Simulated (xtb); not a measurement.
TeBr2, SMILES Br[Te]Br. All values are semi-empirical tight-binding results from xtb (GFN2-xTB unless named), good for trends rather than for accurate numbers. Geometry optimised at GFN2-xTB.

Estimate the properties. (Estimate from the structure and the level; the computed values follow.)


| Quantity | Value |
|---|---|
| point group as xtb finds it | C2v |
| orbital gap | 2.89 eV |
| zero-point energy | 0.9 kcal/mol |
| G − E(el) at 298.15 K (modified RRHO) | -19.0 kcal/mol |
| static polarisability (D4 model) | 81.5 bohr³ |
| solvation energy, GFN2-xTB/ALPB(water) | -1.3 kcal/mol |
| solvation energy, GFN2-xTB/ALPB(ether) | -6.3 kcal/mol |
